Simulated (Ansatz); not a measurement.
C₂H₇AlOSi, SMILES `O/C=[C](\[AlH2])[SiH3]`, relaxed with RKS PBE0-D4/def2-TZVP in Ansatz from a PBE-D4/def2-SVP geometry. The force threshold is 0.005 eV/Å; the program also tests the step.

Total charge 0; spin multiplicity 1.

Start:

```xyz
12

O     1.649    1.800    0.346
C     0.863    1.040   -0.435
C     0.019    0.028   -0.049
Al   -0.130   -0.430    1.825
Si   -0.951   -0.855   -1.382
H     1.529    1.516    1.284
H     0.993    1.351   -1.492
H    -1.076   -1.575    2.405
H     0.800    0.460    2.807
H    -0.630   -0.264   -2.735
H    -2.438   -0.742   -1.154
H    -0.627   -2.327   -1.422
```

Question: How much energy does the relaxation release, and in how many steps? (An estimate is asked.)

Answer: The calculation gave: 0.05 eV, in 6 steps.

Question: Which bonds change most? (An estimate is asked.)

Answer: The calculation gave: C2–C3 from 1.373 to 1.350 Å; C3–Si5 from 1.870 to 1.849 Å; Si5–H11 from 1.509 to 1.490 Å; C2–H7 from 1.110 to 1.091 Å.

Question: Give the relaxed structure. (An estimate is asked.)

Answer: Ansatz gave: 
```xyz
12

O     1.634    1.790    0.322
C     0.847    1.022   -0.441
C     0.022    0.031   -0.044
Al   -0.128   -0.428    1.816
Si   -0.937   -0.841   -1.363
H     1.536    1.532    1.252
H     0.966    1.321   -1.484
H    -1.072   -1.576    2.354
H     0.774    0.432    2.821
H    -0.615   -0.261   -2.699
H    -2.405   -0.723   -1.139
H    -0.624   -2.298   -1.393
```
